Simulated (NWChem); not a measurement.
System: BBrF$_{2}$; SMILES FB(Br)F

Input file for NWChem:

```
start job
memory heap 200 mb stack 900 mb global 1100 mb
geometry units angstroms noautoz
  B      0.000000     0.000000     0.925916
  F      0.000000    -1.128909     1.589788
  F      0.000000     1.128909     1.589788
  Br     0.000000     0.000000    -0.975608
end
basis spherical
  * library def2-qzvp
end
dft
  xc xpbe96 cpbe96
  iterations 150
  semidirect filesize 400000000
  mulliken
end
task dft energy
```

Structure relaxed at the PBE0/def2-SVP level.

Task: Predict the main results of this run. (PBE/def2-QZVP.) Quantities: basis functions; energy (Ha); highest occupied level (eV); orbital gap (eV); dipole (D).

Result: 
| Quantity | Value |
|---|---|
| number of basis functions | 246 |
| energy (Ha) | -2798.40 |
| highest occupied level (eV) | -7.73 |
| orbital gap (eV) | 6.26 |
| dipole (D) | 0.26 |
